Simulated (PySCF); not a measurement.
Krypton: a sound run and one with changed settings

Sound run: Kr [Kr], Kr⁺ [Ar] 3d10 4s2 4p5. Computed with PySCF 2.14 in aug-cc-pVDZ-PP with ECP10MDF (5s4p3d, 32 functions), with a scalar-relativistic core potential. The sound run starts from symmetry-adapted Hartree-Fock orbitals and uses a fine grid where one is needed.

Changed run: basis STO-3G, all-electron and non-relativistic. This setting is unsound on purpose.

```csv
species,method,sound run (hartree),changed run (hartree),converged
Kr,UHF,-462.18031,-2722.70600,yes
Kr,M06-2X,-463.73949,-2724.09483,yes
Kr,r2SCAN,-463.42915,-2724.15046,yes
Kr⁺,UHF,-461.69702,-2722.30230,yes
Kr⁺,M06-2X,-463.22266,-2723.65187,yes
Kr⁺,r2SCAN,-462.90684,-2723.70411,yes
```

Ionisation energy of Kr:

```
method  sound run (eV)  changed run (eV)
   UHF          13.151            10.985
M06-2X          14.064            12.053
r2SCAN          14.213            12.146
```

A minimal basis cannot let orbitals breathe on ionisation and holds almost no correlation. The Hamiltonian changed with the basis, so the totals do not compare.

For comparison, NIST gives 14.000 eV between the lowest levels.
